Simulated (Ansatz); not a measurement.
`C[Si]F` + `C[O][Ge][SH]` → `C[O][Ge][S]C` + `F[SiH]`  (substitution at a C–Si bond)

Gas-phase electronic energies from Ansatz, PBE0-D4/def2-TZVP geometries. CCSD(T)/CBS is the MP2 limit (def2-TZVPP, def2-QZVPP) plus CCSD(T) − MP2 in def2-TZVPP, frozen cores. This one scheme is used for every species. DFT in def2-TZVPP. B3LYP here is the variant with VWN-RPA as its local correlation; programs differ in this. For Ge outer-core shells are correlated without core-valence functions, which leaves a few kJ/mol of doubt a bond. Scalar relativity is left out up to krypton. Each species was taken in one conformer, which may not be the lowest.

```
          level  ΔE (kcal/mol)
    LDA (SPW92)           17.7
       B3LYP-D4           16.1
     r2SCANh-D4           17.2
           PBE0           16.7
    HF/def2-SVP           15.9
  CCSD/def2-SVP           15.1
CCSD/def2-TZVPP           15.8
   HF/CBS(def2)           15.7
```

(1) What does CCSD(T)/CBS give? (Best estimate.)

(2) What do rigid-rotor, harmonic-oscillator terms from PBE0-D4/def2-TZVP frequencies (298.15 K, 1 bar) make of the CCSD(T)/CBS value? (Best estimate.)

Largest T1 diagnostic among the species: 0.015.

Answers

(1) Computed: +16.1 kcal/mol. The listed levels differ from it by 1.6, 0.0, 1.1, 0.6, -0.2, -1.0, -0.3, -0.4 kcal/mol.

(2) The calculation gave: ΔZPE = +0.5 kcal/mol, ΔH = +16.6 kcal/mol, ΔS = -3 J/(mol·K), ΔG = +16.8 kcal/mol.

At CCSD(T), def2-SVP lies −1.3 kcal/mol from the extrapolated value and def2-TZVPP −0.4 kcal/mol. Leaving LDA and LC-ωPBE aside and taking each functional with its dispersion term where it has one, the values, not all of them listed here, spread over 1.4 kcal/mol, from BLYP-D4 to r2SCAN-D4. LDA lies +1.0 kcal/mol from PBE without D4.
